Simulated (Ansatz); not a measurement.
CH5SSn, SMILES `[CH3][SnH][SH]` radical, charge 0, multiplicity 2.

Question: Give a relaxed structure at PBE0-D4/def2-TZVP (Ansatz). (Best estimate.)

Answer: The calculation gave: 
Cartesian coordinates in Å:
```
C 0.704 -0.375 0.944
Sn -1.128 -0.334 -0.206
S -0.874 1.355 -1.923
H 0.832 0.569 1.471
H 1.530 -0.526 0.247
H 0.667 -1.195 1.662
H -1.290 -1.785 -1.134
H -0.440 2.290 -1.062
```
